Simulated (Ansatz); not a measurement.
C2H7NOSi can be A, `C[Si@H]1O[C@@H]1N`, or B, `CN[SiH2]C=O`.

Program: Ansatz. Geometries: PBE0-D4/def2-TZVP. ΔE: electronic, gas phase. CCSD(T)/CBS adds triple-zeta CCSD(T) − MP2 to the extrapolated MP2 energy (def2 sets, frozen cores). DFT in def2-TZVPP. B3LYP here is the variant with VWN-RPA as its local correlation; programs differ in this. One conformer a species, not always the lowest.

(1) Which is lower in electronic energy at CCSD(T)/CBS, and by how much? (Estimate.)

(2) Give E(B) − E(A) in kJ/mol with CCSD/def2-TZVPP, B3LYP-D4, CCSD(T)/def2-TZVPP, HF/def2-TZVPP, B2PLYP, r2SCAN-D4, PBE-D4. (An estimate is asked.)

Largest T1 diagnostic: 0.013.

Results:

(1) The calculation gave: A, by 29.4 kJ/mol.

(2) Computed: CCSD/def2-TZVPP 20.1, B3LYP-D4 18.2, CCSD(T)/def2-TZVPP 24.5, HF/def2-TZVPP -14.7, B2PLYP 23.6, r2SCAN-D4 43.0, PBE-D4 40.1. The order is the other way round with HF/def2-TZVPP.

In def2-TZVPP, CCSD(T) changes the Hartree–Fock value by +39.2 kJ/mol (the triples alone add +4.4 kJ/mol) and MP2 by +51.6 kJ/mol.
